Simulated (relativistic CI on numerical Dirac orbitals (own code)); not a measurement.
Hyperfine structure of Pt XXXI, mass number 195

Computed by Dirac-Coulomb-Breit CI, orbitals from a KLI potential per configuration, model QED, unscaled Slater integrals (own radial code, finite nucleus).

CI space (outside the closed core [Ar] 3d10): 4s²4p⁶4d¹⁰4f², 4s²4p⁶4d⁹4f³, 4s²4p⁶4d¹⁰4f5s, 4s²4p⁶4d¹⁰4f5p, 4s²4p⁶4d¹⁰5s², 4s²4p⁵4d¹⁰4f³, 4s²4p⁶4d¹⁰5s5p, 4s²4p⁶4d¹⁰4f5d, 4s²4p⁶4d¹⁰5p², 4s4p⁶4d¹⁰4f³, 4s²4p⁶4d¹⁰5s5d, 4s²4p⁶4d⁹4f²5s, 4s²4p⁶4d⁹4f5s², 4s²4p⁶4d¹⁰4f5f, 4s²4p⁶4d¹⁰5p5d, 4s²4p⁶4d⁹4f²5p. Levels of other configurations are missing.

Nuclear spin I = 1/2, μ = 0.6073 μN (tables of Stone and Pyykkö). The electronic factors are computed for point nuclear moments, without core polarisation or the Bohr-Weisskopf and QED corrections.

```
            Level   E (eV)  A (MHz)
4s²4p⁶4d¹⁰4f² ³H4   0.0000     6774
4s²4p⁶4d¹⁰4f² ³F2   2.8700     6797
4s²4p⁶4d¹⁰4f² ³H5   4.6806     4834
4s²4p⁶4d¹⁰4f² ³F3   6.5786     4292
4s²4p⁶4d¹⁰4f² ³H6   8.3968     4080
4s²4p⁶4d¹⁰4f² ³F4  11.8413     3657
4s²4p⁶4d¹⁰4f² ³P1  13.5033   -265.9
4s²4p⁶4d¹⁰4f² ¹I6  14.1557     4491
```

Levels with J = 0, under 50 % of one LS term, or S terms without an open s electron are left out. Small factors come from cancelling terms and can be off by tens of per cent or more.

At this charge energies of transitions that change n are usually good to better than 1 %, and those within a shell (Δn = 0) to a few per cent. Terms inside the open d or f shell come out 10 to 20 % too wide with unscaled integrals.

**Question.** Give the hyperfine levels of 4s²4p⁶4d¹⁰4f² ³H4 relative to its centre of gravity.

**Answer.** With K = F(F + 1) − I(I + 1) − J(J + 1), E = AK/2: F = 7/2: -16930, F = 9/2: 13550 MHz.

LS names give the leading component of a level, which can be under half, so a name can repeat, a term be missing and a line seem to break the LS rules.
